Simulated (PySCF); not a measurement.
B(GeH3)(H)(OH) (BGeH5O), SMILES O[BH][GeH3]. The structure is a stationary point at PBE0-D3(BJ)/def2-SVP. Other conformers were not sampled.

Computed equilibrium geometry at PBE0-D3(BJ)/def2-SVP (PySCF confirms it by a frequency run) as Cartesian coordinates in Å, and its point group (one conformer of several):
point group Cs.
```xyz
8

B      0.6025    -1.2329     0.0000
Ge    -0.0296     0.7492     0.0000
H      0.4807     1.5115    -1.2400
H     -1.5753     0.8529     0.0000
H      0.4807     1.5115     1.2400
H      1.7785    -1.5235     0.0000
O     -0.2557    -2.2690     0.0000
H     -1.1844    -2.0103     0.0000
```
